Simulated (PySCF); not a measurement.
# What a mistake does to a calculation on AlC2H7N

All numbers below are calculated, not measured. They come from PySCF 2.14.0, an open-source quantum chemistry program, on an isolated molecule that a program drew, which may never have been made. The molecule is AlC2H7N (charge 0, doublet), drawn as the SMILES string `[CH2][AlH][NH]C`.

Each row is a Hartree-Fock (HF) and frozen-core CCSD(T) single point in the cc-pV(D+d)Z basis, meant for a local HF minimum. Run 1 is clean. Each other run has one planted mistake out of seven kinds, and not every kind appears here: one electron removed, one electron added, multiplicity raised by two, geometry at a saddle point, minimal basis STO-3G, one bond length entered in bohr, all coordinates scaled. The reference is restricted for singlets and unrestricted otherwise, and also for a bond in bohr. Adding or removing an electron swaps singlet and doublet. Electrons count all cores. HOMO and LUMO are orbital energies over both spins, the gradient is its largest component, and the lowest frequency (negative if imaginary) is given only where the gradient is small. Bond lengths are over the 10 bonds as drawn. T1 is the CCSD diagnostic: over 0.02 (restricted) or 0.045 (unrestricted) a single reference is doubtful.

Geometry of the clean run:
```xyz
11
AlC2H7N, angstrom
C     0.5275   -1.4295    1.3549
Al    1.5724   -1.9898   -0.1730
N     1.3616   -1.2248   -1.7540
C     0.4759   -0.1568   -2.1750
H     0.6309   -1.8777    2.3433
H    -0.2266   -0.6426    1.3481
H     2.6469   -3.1443   -0.0693
H     1.9269   -1.5494   -2.5179
H    -0.1298    0.1846   -1.3336
H     1.0250    0.7129   -2.5519
H    -0.2154   -0.4773   -2.9619
```

| run | electrons | basis functions | <S^2> | HOMO (eV) | LUMO (eV) | gradient (hartree/bohr) | lowest frequency (cm^-1) | mean bond (Å) | longest bond (Å) | T1 | HF (hartree) | CCSD(T) (hartree) | mistake |
|---|---|---|---|---|---|---|---|---|---|---|---|---|---|
| 1 | 39 | 100 | 0.759 | -9.70 | 1.58 | 3.3e-05 | 142 | 1.3200 | 1.934 | 0.0138 | -376.17467 | -376.73940 | no fault |
| 2 | 39 | 100 | 0.758 | -9.71 | 1.60 | 1.1e-02 | - | 1.3015 | 1.907 | 0.0134 | -376.17261 | -376.73458 | all coordinates scaled |
| 3 | 38 | 100 | 0.000 | -14.29 | -7.04 | 6.4e-02 | - | 1.3200 | 1.934 | 0.0804 | -375.86272 | -376.43292 | one electron removed |
| 4 | 39 | 100 | 3.792 | -3.29 | -0.19 | 8.7e-02 | - | 1.3200 | 1.934 | 0.0146 | -376.00093 | -376.53731 | multiplicity raised by two |
| 5 | 39 | 31 | 0.766 | -7.15 | 7.80 | 4.6e-02 | - | 1.3200 | 1.934 | 0.0149 | -371.62858 | -371.84663 | minimal basis STO-3G |
| 6 | 40 | 100 | 0.000 | -0.64 | 8.38 | 6.3e-02 | - | 1.3200 | 1.934 | 0.0149 | -376.13823 | -376.74915 | ? |

**Which mistake was planted in run 6, and what did it cost?**

It counts 40 electrons, one more than the clean run, at the same geometry and basis. So the mistake is: one electron added. Subtracting run 1 and multiplying by 627.51 kcal/mol a hartree, the energy moved by 22.9 kcal/mol in HF and -6.1 kcal/mol in CCSD(T).

Cautions from the logs. Run 3: T1 is over the limit, so its CCSD(T) energy is less reliable.
